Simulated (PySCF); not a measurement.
Stretching RhCl

Set-up: Rh def2-TZVPP with ECP28, Cl def2-TZVPP; scalar-relativistic core potentials (PySCF 2.14). Energies in eV from Rh (4d8 5s1) + Cl in their ground configurations at the same level. All curves are PBE0. state 1: ³Δ (triplet), unpaired electrons σ ↑, δ ↑; state 2: ³Σ⁻ (triplet), unpaired electrons π ↑↑, a second solution, started from another occupation; state 3: triplet, unpaired electrons π ↑, δ ↑, a mixture of terms (⟨Lz²⟩ = 5.0), a second solution, started from another occupation.

```tsv
R (Å)	state 1	state 2	state 3
1.943	-2.503	-2.593	-2.324
2.033	-3.059	-2.998	-2.797
2.123	-3.357	-3.195	-3.037
2.191	-3.458	-3.246	-3.109
2.259	-3.484	-3.238	-3.115
2.327	-3.454	-3.185	-3.072
2.417	-3.351	-3.066	-2.960
2.530	-3.157	-2.864	-2.766
2.666	-2.872	-2.582	-2.489
2.846	-2.464	-2.183	-2.098
```

Q: Put a parabola through the three lowest points of the state 1 curve and estimate Re, k and ωe (reduced mass 26.1 u; 1 eV/Å² = 0.16022 mdyn/Å; ωe = 1302.8·√(k/μ) cm⁻¹).

A: Through R = 2.191, 2.259, 2.327 Å the second-order coefficient is 6.06 eV/Å², so Re ≈ 2.257 Å, k ≈ 1.94 mdyn/Å and ωe ≈ 355 cm⁻¹. A polynomial fit of higher order to the unrounded PBE0 energies gives Re = 2.253 Å, k = 2.01 mdyn/Å, ωe = 361 cm⁻¹; anharmonicity and rounding make the difference.

The higher-order fit for each curve: state 1: Re = 2.253 Å, ωe = 361 cm⁻¹, De = 3.48 eV; state 2: Re = 2.214 Å, ωe = 350 cm⁻¹, minimum 3.25 eV below the ground-state fragments; state 3: Re = 2.231 Å, ωe = 354 cm⁻¹, minimum 3.12 eV below the ground-state fragments.

The metal atom is held in its measured ground configuration; semilocal functionals can put another filling of s and d lower by some tenths of an eV, and De to that atom would be smaller. Spin–orbit coupling is left out, which matters for elements this heavy, above all for dissociation energies. With d or f electrons several states lie close, and the lowest PBE0 determinant need not be the measured ground state.
